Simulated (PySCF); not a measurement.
Compound: [SnF6]2- (charge -2).
Bonds: Sn1–F2, Sn1–F3, Sn1–F4, Sn1–F5, Sn1–F6, Sn1–F7.

Method: PBE0-D3(BJ)/def2-SVP geometry optimisation, gas phase, def2 core potentials past Kr in PySCF 2.14.0.

Task: Give the optimised bond lengths and angles.

Result: 
| bond | length (Å) |
| --- | --- |
| Sn1–F2 and 5 like bonds | 2.000 |

Bonds in one row agree within 0.01 Å and their mean is given. A selection of angles:
| angle | degrees |
| --- | --- |
| F2–Sn1–F3 | 179.9 |
| F2–Sn1–F4 | 90.0 |

Sn1 (tin bonded to 6 F) is octahedral (the three widest angles are 180.0°, 180.0° and 179.9°, the others run from 89.9° to 90.0°). All 6 F–Sn bonds measure 2.000 Å.

Point group: Oh (every atom within 0.08 Å of its image). Whether it is a minimum is left open (no frequencies). Whether so highly charged an anion holds all its electrons in the gas phase wasn't checked; a finite basis holds them in any case. The ion is multiply charged and computed without counter-ions or solvent. The geometry's basis has no diffuse functions, a weakness for an anion.
